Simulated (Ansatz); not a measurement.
Abridged output of a molecular run in Ansatz:

```
Functional definition: HF
1161 factors; integrals over basis functions are off by at most 1.3e-3 eV
mean field evaluation 1: about -18652.7972 eV, gradient 6.4e1 eV
mean field evaluation 2: about -18652.9227 eV, gradient 6.5e1 eV
mean field evaluation 4: about -18661.7213 eV, gradient 1.0e1 eV
mean field evaluation 8: about -18661.9895 eV, gradient 1.0e0 eV
mean field evaluation 16: about -18661.9941 eV, gradient 2.4e-6 eV
mean field -18661.99405073 eV, -685.8156318103 hartree, gradient 2.4e-6 eV, S^2 0.000000; 0 other end points of the search recorded, 0 dependent functions left out
8 core orbitals not correlated: weight in the atoms' cores, before any rotation towards them, 1.000 or more for the frozen orbitals, at most 0.000 for the correlated occupied ones
reference -18661.99405073 eV, -685.8156318103 hartree; 20, 20 occupied and 88, 88 virtual orbitals, 1161 factors
second order -27.03125118 eV of doubles, -0.00000000 eV of singles
cycle   1  -25.56115600 eV  change     1.5e0 eV  update   2.5e-1
cycle   2  -26.72960030 eV  change    -1.2e0 eV  update   1.6e-1
cycle   3  -27.02288403 eV  change   -2.9e-1 eV  update   4.2e-2
cycle   4  -27.04313770 eV  change   -2.0e-2 eV  update   1.6e-2
cycle   5  -27.02642044 eV  change    1.7e-2 eV  update   4.8e-3
cycle   6  -27.02865169 eV  change   -2.2e-3 eV  update   2.4e-3
cycle   7  -27.02758110 eV  change    1.1e-3 eV  update   8.9e-4
cycle   8  -27.02743438 eV  change    1.5e-4 eV  update   3.9e-4
cycle   9  -27.02781264 eV  change   -3.8e-4 eV  update   1.4e-4
cycle  10  -27.02781690 eV  change   -4.3e-6 eV  update   7.2e-5
cycle  11  -27.02773279 eV  change    8.4e-5 eV  update   3.3e-5
cycle  12  -27.02771887 eV  change    1.4e-5 eV  update   1.9e-5
perturbative correction -1.19030160 eV, -0.0437427769 hartree
Total energy: -18690.21207119 eV, -686.8526249357 hartree
```

Its atoms:

Cartesian coordinates in Å:
```
C 0.086 -0.628 1.440
Nb 0.455 -0.206 -0.636
N -0.702 1.296 -1.099
O 2.035 0.384 -0.686
Cl 0.116 -2.136 -1.870
H 0.733 -1.464 1.734
H -0.956 -0.919 1.603
H 0.322 0.225 2.080
H -1.699 1.215 -1.255
H -0.390 2.233 -1.310
```

(1) Which basis set was used?
A. def2-SVP
B. def2-QZVPP
C. def2-TZVPPD
D. cc-pV(Q+d)Z

(2) Write the keys of the input that set method, charge and spin (a neutral closed shell needs none for the last two).

Results:

(1) A. It gives 116 functions.

(2) 
```yaml
correlation: {method: ccsd_t}
```
